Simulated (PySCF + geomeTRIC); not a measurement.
A geometry relaxed with B3LYP-D3(BJ)/def2-TZVP in PySCF + geomeTRIC, charge 0, multiplicity 1:

```xyz
10

H     -2.0023     0.8025    -0.1268
B      1.2568    -0.7040     0.0543
C     -1.3743    -0.0881    -0.1611
H      1.6395    -1.1635     1.0848
C      0.0595     0.2835     0.0436
H     -1.5041    -0.5898    -1.1243
N      0.3730     1.5116     0.2288
H      1.3816     1.6563     0.3595
H      1.8579    -0.9197    -0.9516
H     -1.6983    -0.7929     0.6100
```

Question: Write the SMILES of this molecule.

Answer: `[H]/N=C(\B)C`
